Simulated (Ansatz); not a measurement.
Relaxation of CuH4OSi (7 atoms, charge 1, multiplicity 1), to a largest force component of 0.02 eV/Å in at most 40 steps.

These are results of RKS B3LYP/def2-SVP (Ansatz), not measurements.

```xyz
7
Properties=species:S:1:pos:R:3:forces:R:3
Cu 0.526 1.221 -2.170 0.00 -0.01 0.09
Si 0.041 -0.115 0.855 0.14 0.06 -0.21
O -0.164 -0.020 -0.862 0.03 0.31 -0.87
H 1.070 -1.134 1.039 0.29 -0.25 0.34
H 0.475 1.262 1.054 0.16 0.36 0.47
H -1.283 -0.475 1.339 -0.37 -0.08 0.41
H -0.665 -0.739 -1.255 -0.25 -0.40 -0.22
```

Task: Where does it end, and by what steps?

Result: It converged. The force dipped under the threshold on the way, but the program's further checks kept it going. After 10 steps the energy has fallen by 0.084 eV; Cu1 moved furthest, 0.26 Å.

```tsv
step	energy less start (eV)	largest force component (eV/Å)	accepted
0	0.0000	0.870	yes
1	-0.0755	0.358	yes
2	-0.0792	0.230	yes
3	-0.0780	0.190	no
4	-0.0811	0.021	yes
5	-0.0823	0.029	yes
6	-0.0825	0.147	yes
7	-0.0833	0.051	yes
8	-0.0836	0.008	yes
9	-0.0837	0.010	yes
10	-0.0837	0.011	yes
```

```xyz
7
Properties=species:S:1:pos:R:3
Cu 0.312 1.363 -2.140
Si 0.040 -0.114 0.820
O -0.123 -0.073 -0.935
H 0.973 -1.217 1.139
H 0.597 1.232 1.087
H -1.318 -0.313 1.373
H -0.482 -0.878 -1.343
```

Whether the end is a true minimum wasn't checked by a vibrational analysis.

Run time: 30 s on 1 thread of Arm Neoverse V2 (shared host), peak memory 0.15 GiB.
